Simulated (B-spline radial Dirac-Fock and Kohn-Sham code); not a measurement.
Ru⁺ 4d3/2: cross section and angular parameters

System: the Ru⁺ ion, [Kr] 4d7; threshold 16.61 eV (orbital energy of the model). These are calculated numbers from an atomic code on a B-spline grid; the model is Dirac-Hartree-Slater photoionisation with a Latter tail; cross sections with all multipoles, angular parameters from the dipole term and its interference with E2.

For linearly polarised light dσ/dΩ = σ/(4π) [1 + β P₂(cos θ) + (δ + γ cos²θ) sin θ cos φ], with θ from the polarisation vector and φ the angle between the beam and the projection of the electron momentum on the plane normal to the polarisation.

| hν (eV) | σ (kb) | β | γ | δ |
| --- | --- | --- | --- | --- |
| 50.5 | 3930 | 1.051 | -0.003 | 0.006 |
| 52.2 | 3390 | 1.108 | -0.004 | 0.006 |
| 60 | ? | ? | ? | ? |
| 70.4 | 635 | 1.733 | -0.007 | 0.006 |
| 72 | 545 | 1.786 | -0.006 | 0.006 |
| 84.5 | 163 | 1.974 | 0.044 | 0.001 |
| 161 | 143 | 0.139 | 0.066 | -0.020 |
| 196 | 156 | 0.504 | 0.021 | -0.013 |
| 200 | 156 | 0.534 | 0.018 | -0.012 |
| 268 | 132 | 0.873 | -0.017 | -0.003 |
| 329 | 105 | 1.031 | -0.024 | 0.003 |
| 400 | 78.2 | 1.143 | -0.018 | 0.009 |
| 412 | 74.4 | 1.157 | -0.016 | 0.010 |
| 441 | 66.1 | 1.187 | -0.010 | 0.012 |
| 547 | 43.7 | 1.258 | 0.021 | 0.018 |
| 600 | 36.1 | 1.280 | 0.040 | 0.021 |
| 696 | 26.0 | 1.304 | 0.077 | 0.025 |
| 800 | 18.8 | 1.315 | 0.119 | 0.030 |
| 1230 | 6.30 | 1.296 | 0.290 | 0.046 |
| 1253.6 | 5.98 | 1.293 | 0.299 | 0.047 |
| 1260 | 5.90 | 1.293 | 0.301 | 0.047 |
| 1630 | 2.86 | 1.246 | 0.433 | 0.060 |
| 1720 | 2.45 | 1.233 | 0.462 | 0.063 |
| 2460 | 0.818 | 1.132 | 0.671 | 0.091 |
| 3390 | 0.287 | 1.020 | 0.867 | 0.127 |
| 5414.7 | 0.0559 | 0.841 | 1.141 | 0.205 |
| 7880 | 0.0139 | 0.696 | 1.336 | 0.295 |
| 9251.7 | 0.00751 | 0.637 | 1.408 | 0.342 |
| 9410 | 0.00703 | 0.630 | 1.415 | 0.347 |

Question: Give the values at 60 eV.

Answer: σ = 1680 kb, β = 1.373, γ = -0.007, δ = 0.006.
